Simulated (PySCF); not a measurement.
# Computed records: BClGeH3

Calculation on a computer-drawn molecule: optimised geometry and harmonic frequencies of an isolated molecule of the commonest isotopes, restricted reference for singlets and unrestricted otherwise, frozen core in MP2; on germanium a core potential holds 10 electrons, which the energies leave out, and 3d is frozen in MP2 and coupled-cluster steps. Program: PySCF 2.14.0.

Entry: BClGeH3

Start structure:
```xyz
6
BClGeH3
Cl    -1.2078    -0.7369    -1.4587
B     -0.2824    -1.2884    -0.1253
Ge    -1.4058    -1.9753     1.5206
H      0.9013    -1.3031    -0.0834
H     -1.8705    -3.4136     1.6611
H     -1.8712    -1.0658     2.6433
```

```
charge                                        : 1
multiplicity                                  : 1
method                                        : MP2
basis                                         : cc-pV(D+d)Z
basis and core potential on germanium         : cc-pVDZ-PP ECP10MDF
rotational constants                          : 27.34, 1.944, 1.859 GHz
total energy                                  : -779.3345 hartree
convergence status largest gradient component : 2.319e-05 hartree/bohr
```

Drawn bonds:
```tsv
atom	other atom	order
1	2	1
2	3	1
2	4	1
3	5	1
3	6	1
```

Optimised structure:
```xyz
6
BClGeH3
Cl    -1.2288    -0.7481    -1.4280
B     -0.2687    -1.2903    -0.1211
Ge    -1.3905    -1.9750     1.5186
H      0.9260    -1.2968    -0.1004
H     -1.8862    -3.4139     1.6530
H     -1.8882    -1.0590     2.6355
```

Modes:
```tsv
frequency (cm⁻¹)	reduced mass (dalton)
94.85	8.018
133	1.104
383.1	1.041
477.8	2.744
644.2	1.444
741	1.498
882.4	1.069
914	2.159
1060	1.719
2230	1.016
2259	1.026
2762	1.096
```
